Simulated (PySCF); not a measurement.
O$_{3}$W, triplet, at a GFN2-xTB geometry (such geometries of metal compounds can be far from the true shape) (the multiplicity is a formal guess) (core potentials on W); PySCF with B3LYP/def2-SVP.

The PySCF input:
```python
from pyscf import gto, scf, dft

mol = gto.Mole()
mol.atom = '''
    W    -0.00000000   -0.00000000   -0.00000000
    O     1.53904904   -0.32151783   -0.68643171
    O    -0.49796156   -0.83029806    1.41628866
    O    -1.04108748    1.15181589   -0.72985695
'''
mol.basis = 'def2-svp'
mol.ecp = {'W': 'def2-svp'}
mol.spin = 2
mol.verbose = 5
mol.build()

mf = dft.UKS(mol)
mf.xc = 'b3lyp'
mf.kernel()
```

### Question
Predict the main parts of the log of this PySCF run.

### Answer

```
PySCF version 2.14.0

[INPUT] verbose = 5
[INPUT] max_memory = 4000
[INPUT] num. atoms = 4
[INPUT] num. electrons = 38
[INPUT] charge = 0
[INPUT] spin (= nelec alpha-beta = 2S) = 2
[INPUT] symmetry False subgroup None
[INPUT] Mole.unit = angstrom
[INPUT] Symbol           X                Y                Z      unit          X                Y                Z       unit  Magmom
[...]
[INPUT] ---------------- BASIS SET ----------------
[INPUT] l, kappa, [nprim/nctr], expnt,             c_1 c_2 ...
[INPUT] W
[...]
                                12                1.0014141748
[...]
                                6.084876          -0.66720686321
                                1.2523777812      0.52090351989
                                0.58569208922     0.51885687511
[...]
                                1.623745245       0.18452733732
                                0.69187452392     0.44121676843
                                0.27865835325     0.431584092415
[...]
[INPUT] O
[...]
                                340.87010191      -0.03989003923
                                77.363135167      -0.17853911985
                                21.47964494       -0.46427684959
                                6.6589433124      -0.44309745172
[...]
                                3.863550544       0.23094120765
                                1.0480920883      0.51375311064
[...]
nuclear repulsion = 137.832522568734
number of shells = 30
number of NR pGTOs = 129
number of NR cGTOs = 74
basis = def2-svp
ecp = {'W': 'def2-svp'}

******** <class 'pyscf.dft.uks.UKS'> ********
method = UKS
initial guess = minao
damping factor = 0
level_shift factor = 0
DIIS = <class 'pyscf.scf.diis.CDIIS'>
diis_start_cycle = 1
diis_space = 8
diis_damp = 0
SCF conv_tol = 1e-09
SCF conv_tol_grad = None
SCF max_cycles = 50
direct_scf = True
direct_scf_tol = 1e-13
number electrons alpha = 20  beta = 18
XC library pyscf.dft.libxc version 7.1.2
    S. Lehtola, C. Steigemann, M. J. T. Oliveira, and M. A. L. Marques,  SoftwareX 7, 1–5 (2018)
XC functionals = b3lyp
    P. J. Stephens, F. J. Devlin, C. F. Chabalowski, and M. J. Frisch,  J. Phys. Chem. 98, 11623 (1994)
radial grids:
    Treutler-Ahlrichs [JCP 102, 346 (1995); DOI:10.1063/1.469408] (M4) radial grids

becke partition: Becke, JCP 88, 2547 (1988); DOI:10.1063/1.454033
pruning grids: <function nwchem_prune>
grids dens level: 3
symmetrized grids: False
atomic radii adjust function: <function treutler_atomic_radii_adjust>
[...]
 -9.46617676e-02 -9.20827388e-02 -5.95555116e-03  1.14862062e-02
  3.16191841e-02  3.26196614e-02  6.22469622e-02  6.23589663e-02
  1.99644866e-01  2.36692359e-01  2.37660824e-01  2.61955423e-01
  2.86320288e-01  2.91598601e-01  5.53876684e-01  7.04570996e-01
  7.06298007e-01  8.79472470e-01  9.17318277e-01  9.23279176e-01
  9.24505752e-01  9.27471688e-01  9.43442412e-01  9.47000661e-01
  1.01096690e+00  1.04394350e+00  1.08316364e+00  1.08391134e+00
  1.18403083e+00  1.19309651e+00  1.22599592e+00  1.22857002e+00
  1.23166495e+00  1.25651130e+00  1.43827167e+00  1.44426427e+00
  1.59288402e+00  2.54614045e+00  2.56306643e+00  2.57239034e+00
  2.57888867e+00  2.58893523e+00  2.60648944e+00  2.67061396e+00
  2.67326605e+00  2.77799956e+00  2.78289513e+00  2.83446979e+00
  3.09288599e+00  3.16843979e+00  3.17986129e+00  3.22327350e+00
  6.75483228e+01  5.74386523e+02]
  beta  mo_energy =
[-1.91930494e+01 -1.91911665e+01 -1.91910657e+01 -3.07109901e+00
 -1.74100820e+00 -1.73843765e+00 -1.69847438e+00 -9.65895589e-01
 -9.20294956e-01 -9.19148592e-01 -4.58210473e-01 -4.55772284e-01
 -4.27347714e-01 -4.26833841e-01 -4.08728231e-01 -3.65619373e-01
 -3.46375787e-01 -3.37051529e-01 -2.71419736e-01 -1.67030527e-01
 -7.99454168e-02 -7.78196570e-02  7.39157041e-03  2.25370261e-02
  4.34373610e-02  4.35256861e-02  7.22800764e-02  7.27134610e-02
  2.08397690e-01  2.41629058e-01  2.42114961e-01  2.86410055e-01
  2.93522415e-01  2.96479522e-01  6.00769381e-01  7.37594110e-01
  7.38326648e-01  8.95367598e-01  9.33411798e-01  9.33560028e-01
  9.37907907e-01  9.58588598e-01  9.60064052e-01  9.66205300e-01
  1.01757603e+00  1.05135549e+00  1.08881534e+00  1.08920913e+00
  1.20348536e+00  1.20728402e+00  1.24208264e+00  1.25306534e+00
  1.25721638e+00  1.26985134e+00  1.45165079e+00  1.45180721e+00
  1.60656218e+00  2.56349232e+00  2.58674605e+00  2.59042409e+00
  2.59483718e+00  2.59841520e+00  2.62217438e+00  2.69928440e+00
  2.70053424e+00  2.79756604e+00  2.79874351e+00  2.85052480e+00
  3.11899065e+00  3.19453101e+00  3.19536744e+00  3.24683612e+00
  6.75306079e+01  5.74262404e+02]
multiplicity <S^2> = 2.0120533  2S+1 = 3.0080248
nelec by numeric integration = [20.00000009 18.00000075]
E1 = -696.7906596191315  E2 = 266.36097942490784  Ecoul = 299.6318658362199  Exc = -33.27088641131208
Extra cycle  E= -292.59715762549  delta_E= -4.82e-10  |g|= 1.33e-05  |ddm|= 5.96e-05
converged SCF energy = -292.59715762549  <S^2> = 2.0120533  2S+1 = 3.0080248
```
